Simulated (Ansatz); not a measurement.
The first iterations of a band of C₂H₆FNSSn (12 atoms, charge 0, multiplicity 1).

Method: Ansatz, RHF/def2-SVP.

```yaml
movable_images: 7
climbing_image: yes
spring: 0.1 eV/Å²
optimiser: quadratic models (default)
start_path: through a guess of the saddle point
force_threshold: 0.03 eV/Å
iteration_limit: 60
end_points: relaxed
```

Initial state:

```xyz
12
Properties=species:S:1:pos:R:3
F -1.357 -1.804 0.416
C -0.171 -1.900 -0.262
Sn 1.158 -0.341 0.466
N 0.257 1.439 -0.097
C -1.049 1.707 -0.142
S -1.739 3.133 -0.555
H -0.368 -1.782 -1.327
H 0.245 -2.893 -0.097
H 1.286 -0.380 2.163
H 2.675 -0.325 -0.308
H 0.823 2.232 -0.347
H -1.682 0.860 0.126
```

Final state:

```xyz
12
Properties=species:S:1:pos:R:3
F -0.750 -1.431 0.805
C 0.004 -1.892 -0.272
Sn 1.757 -0.531 -0.704
N 0.123 1.212 0.422
C -0.918 1.641 -0.363
S -1.016 3.069 -1.102
H -0.677 -1.979 -1.120
H 0.348 -2.898 -0.021
H 2.313 -0.613 0.977
H -0.135 0.536 1.124
H 0.719 1.948 0.759
H -1.690 0.882 -0.470
```

| iteration | highest image above the first end (eV) | largest band force component (eV/Å) |
| --- | --- | --- |
| 1 | 13.390 | 38.044 |
| 2 | 5.477 | 11.727 |
| 3 | 3.634 | 6.832 |
| 4 | 3.759 | 3.799 |
| 5 | 3.796 | 2.103 |
| 6 | 3.657 | 1.259 |
| 7 | 3.850 | 16.904 |
| 8 | 3.525 | 8.899 |
| 9 | 2.733 | 5.341 |
| 10 | 2.116 | 3.634 |
| 11 | 1.625 | 5.492 |
| 12 | 1.405 | 1.267 |
| 13 | 1.323 | 3.732 |
| 14 | 1.294 | 1.104 |

Q: Does the band converge within its limit, and where does its top end?

A: The run converged. It ended after 43 iterations with the highest image 3.014 eV above the first end. The profile has 2 maxima (images 3, 5) with wells between them (image 4): this band takes more than one step, which may be the mechanism or a detour left from its start path. Neighbouring images differ by up to 3.0 eV, so the band resolves the path poorly. Another band between the same ends (7 images) ends at a top of the same energy, where a vibrational analysis finds 1 clearly imaginary mode. The orbitals stay closed-shell, which can raise the energy where a bond breaks towards radicals; this wasn't checked here.

Run time: 17 min on 2 threads of Arm Neoverse V1, with other jobs on the host, peak memory 0.4 GiB.
